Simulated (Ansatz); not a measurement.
Cl₅Ta, triplet, at a GFN2-xTB geometry (such geometries of metal compounds can be far from the true shape) (the multiplicity is a formal guess) (core potentials on Ta). Base run: BLYP/def2-SVP (Ansatz, an electronic-structure program).

Input for Ansatz:
Ansatz 0.2 input:
```yaml
crystal:
  periodic: [false, false, false]
  atoms:
    - {symbol: Ta, position_ang: [0.11010624, -0.02019140, 0.23866265]}
    - {symbol: Cl, position_ang: [1.12651420, -0.23736351, 2.23985543]}
    - {symbol: Cl, position_ang: [-1.69121170, 0.62904848, -1.57365796]}
    - {symbol: Cl, position_ang: [0.80184508, 2.11050390, -0.06958146]}
    - {symbol: Cl, position_ang: [0.51035061, -0.59021879, -2.15181846]}
    - {symbol: Cl, position_ang: [-1.22030732, -1.82526584, 0.53035695]}
basis:
  gaussian:
    orbitals: def2-SVP
hamiltonian:
  xc: blyp
magnetization: {spin_polarized: true, initial_magnetization: 2}
```

Variants of this job, named by their change:

```json
[
 {"change": "base", "basis functions": "122", "E (Eh)": "-2357.44236", "core-seconds (rough)": "30"},
 {"change": "basis = def2-SV(P)", "basis functions": "(withheld)", "E (Eh)": "(withheld)", "core-seconds (rough)": "20"},
 {"change": "basis = def2-SVPD", "basis functions": "170", "E (Eh)": "-2357.47165", "core-seconds (rough)": "50"},
 {"change": "basis = def2-TZVP", "basis functions": "225", "E (Eh)": "-2358.25360", "core-seconds (rough)": "50"},
 {"change": "basis = def2-TZVPP", "basis functions": "266", "E (Eh)": "-2358.25668", "core-seconds (rough)": "70"},
 {"change": "basis = def2-TZVPD", "basis functions": "273", "E (Eh)": "-2358.25660", "core-seconds (rough)": "90"}
]
```

**Question.** Complete the blanks.

**Answer.** 
- basis = def2-SV(P), basis functions: 115
- basis = def2-SV(P), E (Eh): -2357.42588

Totals compare only among sets that treat the same electrons; sets with core potentials leave the core out.
